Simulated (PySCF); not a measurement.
N-methylsilyl-N-silylmethanamine (C2H11NSi2), SMILES C[SiH2]N(C)[SiH3].

Geometry optimised at PBE0-D3(BJ)/def2-SVP. Other conformers were not sampled.

Computed with SMD-B3LYP/6-31G* (PySCF).

Solvation free energies are E(SMD) − E(gas) at the gas-phase geometry, for 1 M in both phases. In vacuum the dipole moment is 1.17 D.

Q: Rank water, cyclohexanone, dichloromethane by solvation free energy, most negative first.

A: dichloromethane (-2.1 kcal/mol), cyclohexanone (-0.8 kcal/mol), water (3.4 kcal/mol)
